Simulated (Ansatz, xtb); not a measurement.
# Relative energy of two isomers of C6H8OS

We compare I, `C=C(C=O)CC(C)=S`, a singlet, with II, `CC(=S)/C=C(\C)C=O`, a singlet. Both are isolated molecules in the gas phase, relaxed with r2SCAN-D4/def2-SVP; each stands in its lowest conformer found.

**Question.** Estimate E(II) − E(I) at the level CCSD(T)/def2-SVP + ΔMP2/def2-TZVPP.

**Answer.** Calculated at CCSD(T)/def2-SVP + ΔMP2/def2-TZVPP: E(II) − E(I) = −2.3 kcal/mol, so structure II lies lower.

How the difference moves with the method:

```
                             level            geometry  E(II) − E(I) (kcal/mol)  departure from the last row (kcal/mol)  job, with rough time for the two
                          GFN2-xTB            GFN2-xTB                      −4.4                                    −2.1              optimisation, 0.42 s
                         HF/STO-3G            GFN2-xTB                      −3.8                                    −1.5              single point, 0.78 s
      r2SCAN-D4/def2-SVP//GFN2-xTB            GFN2-xTB                      −5.1                                    −2.9               single point, 7.2 s
                r2SCAN-D4/def2-SVP  r2SCAN-D4/def2-SVP                      −4.9                                    −2.6               optimisation, 3 min
                       HF/def2-SVP  r2SCAN-D4/def2-SVP                      −0.3                                    +2.0           part of the CCSD(T) run
                      MP2/def2-SVP  r2SCAN-D4/def2-SVP                      −2.7                                    −0.4           part of the CCSD(T) run
                  CCSD(T)/def2-SVP  r2SCAN-D4/def2-SVP                      −2.0                                    +0.2                      single point
CCSD(T)/def2-SVP + ΔMP2/def2-TZVPP  r2SCAN-D4/def2-SVP                      −2.3                                                     single point, 3.4 min
```

As drawn, both hold the same kinds of bond in the same numbers. Structure I has 1 methyl group, II 2.

HF/def2-SVP finds them nearly level. The largest departure from CCSD(T)/def2-SVP + ΔMP2/def2-TZVPP is that of r2SCAN-D4/def2-SVP//GFN2-xTB, 2.9 kcal/mol. The last row adds to CCSD(T) the change of the MP2 difference between the two basis sets, here −0.2 kcal/mol.

With thermal terms from frequencies at re-optimised GFN2-xTB minima (ideal gas, soft modes damped towards free rotors, one conformer each, 298.15 K, 1 atm): the zero-point term adds +0.2 kcal/mol; ΔH is −2.0 and ΔG −2.1 kcal/mol.

The correlated steps freeze 12 core orbitals. Programs: Ansatz 0.2.0, xtb 6.7.1; the last row on 2 threads of Arm Neoverse V2 on a shared host.
